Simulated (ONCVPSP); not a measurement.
cadmium (Cd), ONCV: configuration errors across variants

cadmium (Cd), optimised norm-conserving Vanderbilt (ONCV), made with ONCVPSP 4.0.1 (LDA (Perdew-Zunger), scalar-relativistic). Core [Ar] 3d10, reference 4s2 4p6 4d10 5s1.75 5p0.25. Waves: 4s+5s: rc 1.50 bohr, ncon 5, nbas 9, qcut 6.4 1/bohr, 2 projectors; 4p+5p: rc 1.50 bohr, ncon 3, nbas 7, qcut 10.3 1/bohr, 2 projectors; 4d: rc 1.35 bohr, ncon 3, nbas 8, qcut 11.9 1/bohr, 2 projectors, debl 1.8 Ha. Local part: polynomial inside 1.00 bohr (lpopt 5, dvloc0 0 Ha). Core correction: Teter function, fcfact 5.75, rcfact 1.4.

All-electron excitation energies from the reference (eV): (1) 4s2 4p6 4d10 5s2 5p0 -1.166; (2) 4s2 4p6 4d10 5s1 5p0 8.462; (3) 4s2 4p6 4d10 5s1 5p1 3.624.

Errors AE − PS in meV (a dash: test not solved or not reliable):

| change | (1) | (2) | (3) | bound ghosts | GHOST(+) flags above zero |
| --- | --- | --- | --- | --- | --- |
| base | +0.1 | -1.7 | -0.8 | none | s |
| s: qcut 8.4 | +0.1 | -1.5 | -0.6 | none | s |
| p: rc 1.44 | +0.1 | -1.7 | -0.8 | none | s |
| local potential polynomial inside 1.00 bohr (lpopt 5, dvloc0 5 Ha) | +0.1 | -1.7 | -0.8 | none | none |
| core correction Teter function, fcfact 5.75, rcfact 1.76 | +0.1 | -1.9 | -0.9 | none | s |
| core correction Teter function, fcfact 1.75, rcfact 1.7 | +0.1 | -1.7 | -0.8 | none | s |

Question: Give the same row for: core correction Teter function, fcfact 1.6, rcfact 1.4.

Answer: +0.1, -1.6, -0.7; bound ghosts: none; GHOST(+) flags above zero: s.
